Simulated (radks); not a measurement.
S2+, configuration [Ne] 3s2 3p2. Method: scalar-relativistic Kohn-Sham, exchange-only LDA, spin-polarised, spherical densities, finite nucleus; open shells are filled with parallel spins first; Fermi nuclear charge, rms radius 3.2611 fm; computed with a radial shooting solver on a logarithmic mesh with Libxc functionals. Some entries of the table are withheld. Estimate them.

orbital,occ.,eigenvalue (hartree),<r> (bohr),<1/r> (bohr^-1)
1s up,1,-88.97137,0.09716,15.61
1s down,1,-88.95672,0.09715,15.62
2s up,1,-8.61826,0.4810,3.054
2s down,1,-8.60035,0.4804,3.056
2p up,3,-6.62771,0.4433,2.957
2p down,3,-6.60577,0.4425,2.959
3s up,1,-1.44121,1.579,0.8745
3s down,1,-1.32241,1.588,0.8728
3p up,2,-1.02557,1.765,0.7670
3p down,0,-0.91112,1.796,0.7572
3d up,0,-0.47758,2.365,0.5270
4s up,0,-0.41844,3.939,0.3450
3d down,0,-0.38639,2.614,0.4877
4s down,0,-0.37793,4.183,0.3217
4p up,0,-0.31602,4.616,(1)
4p down,0,-0.28666,4.968,(2)
4f up,0,-0.13820,7.466,0.1561
4f down,0,-0.13033,8.289,0.1384

Answer. 
(1) 4p up <1/r> (bohr^-1): 0.2952
(2) 4p down <1/r> (bohr^-1): 0.2719
